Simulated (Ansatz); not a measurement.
Ansatz (a program for electronic structure) input:
A basis named .json is the Basis Set Exchange file of that set.

Ansatz 0.2 input:
```yaml
crystal:
  periodic: [false, false, false]
  atoms:
    - {symbol: B, position_ang: [0.09430468, -0.35799188, -1.21042210]}
    - {symbol: H, position_ang: [-0.60782282, 0.07899554, -2.06759902]}
    - {symbol: H, position_ang: [0.87309333, -1.22082555, -1.47607758]}
    - {symbol: P, position_ang: [-0.13240901, 0.18225991, 0.57830281]}
    - {symbol: H, position_ang: [1.24934115, 0.19789069, 0.92124490]}
basis:
  gaussian:
    orbitals: aug-cc-pV_D+d_Z.json
magnetization: {spin_polarized: true, initial_magnetization: 1}
correlation: {method: ccsd_t, electrons: outside_noble_gas}
output: {forces: true}
```

Q: Which total energy does the run end on?

A: -367.36895 Eh (CCSD(T)/aug-cc-pV(D+d)Z). The basis has 82 functions.

It need not be the lowest isomer of its formula.
